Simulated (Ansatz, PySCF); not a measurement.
Ti(OH)3 (H3O3Ti), SMILES [OH][Ti]([OH])[OH] (connectivity only; charge and spin as stated), neutral, multiplicity 2. Atoms are numbered in the order given.

```xyz
7

Ti    -0.0001    -0.0069    -0.0002
O     -0.6974     1.6496    -0.0001
H     -0.5703     2.6022     0.0002
O      1.7831    -0.2312    -0.0001
H      2.5446    -0.8175     0.0002
O     -1.0860    -1.4389    -0.0001
H     -1.9745    -1.8052     0.0002
```
Charge 0, spin multiplicity 2.

Geometry: B3LYP-D3(BJ)/def2-SVP. The spin state was assumed, not searched. The isomer is the one that the SMILES or the coordinates give; other isomers of the formula were not compared. Other conformers were not sampled.

Two levels are set side by side: PBE-D3(BJ)/def2-SVP (Ansatz, an electronic-structure program) and B3LYP-D3(BJ)/def2-SVP (Ansatz). Each level has its own optimised geometry; the coordinates shown are those of the second. Frequencies come from the Hessian of PySCF at each geometry. Differences are taken from unrounded values.

```tsv
quantity	B3LYP-D3(BJ)
mean bond length (Å)	1.379
bond Ti1–O2 (Å)	1.797
bond Ti1–O4 (Å)	1.797
bond Ti1–O6 (Å)	1.797
bond O2–H3 (Å)	0.961
bond O4–H5 (Å)	0.961
bond O6–H7 (Å)	0.961
highest harmonic wavenumber (cm⁻¹)	3930
mean harmonic wavenumber (cm⁻¹)	1102
zero-point energy (kcal/mol)	23.63
```

Task: What does PBE-D3(BJ) give, and how far is it from B3LYP-D3(BJ)? (An estimate is asked for; the answer gives what the named calculation found.)

Result: 
| quantity | PBE-D3(BJ) | PBE-D3(BJ) minus B3LYP-D3(BJ) |
|---|---|---|
| mean bond length (Å) | 1.386 | 0.007 |
| bond Ti1–O2 (Å) | 1.802 | 0.005 |
| bond Ti1–O4 (Å) | 1.802 | 0.005 |
| bond Ti1–O6 (Å) | 1.802 | 0.005 |
| bond O2–H3 (Å) | 0.970 | 0.009 |
| bond O4–H5 (Å) | 0.970 | 0.009 |
| bond O6–H7 (Å) | 0.970 | 0.009 |
| highest harmonic wavenumber (cm⁻¹) | 3808 | -122 |
| mean harmonic wavenumber (cm⁻¹) | 1084 | -18 |
| zero-point energy (kcal/mol) | 23.25 | -0.38 |

GGA bonds tend to be longer and softer than those of functionals with exact exchange. Differences between two approximate levels are no errors against the true value.
